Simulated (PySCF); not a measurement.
**Dipole response of Xe³¹⁺ (xenon, charge +31)**

[Ar] 3d5, high-spin 6S determinant. Computed with PySCF 2.14 in an even-tempered Gaussian basis (18 s from 4.4 bohr⁻², ratio 2.5; 12 p from 5.7 bohr⁻², ratio 2.5; 8 d from 5.7 bohr⁻², ratio 2.5; 4 f from 23 bohr⁻², ratio 2.7; 3 g from 35 bohr⁻², ratio 2.7), with scalar relativity by spin-free X2C-1e. Coupled (time-dependent) response in atomic units; α is the mean over directions.

```csv
method,mean α (bohr³),C₆ (like pair),S(−4)
PBE0,0.01217,0.002127,8.720e-05
```

S(−4) is the Cauchy moment in α(ω) = α(0) + S(−4) ω² + …

α(iu) at PBE0:

```csv
u (hartree),α(iu) (bohr³)
0,0.01217
2.00,0.01184
4.00,0.01099
8.00,0.008909
12.0,0.007288
16.0,0.006195
20.0,0.005431
30.0,0.004189
40.0,0.003364
60.0,0.002272
100,0.001187
```

A single London oscillator, α(iu) = α/(1 + u²/ω²), gives C₆ = (3/4) ω α². Matching the computed C₆ needs ω = 4 × 0.002127 / (3 × 0.01217²) = 19.1 hartree.

For an ion, C₆ is the dispersion term alone; charge-induced terms of lower order in 1/R come first.
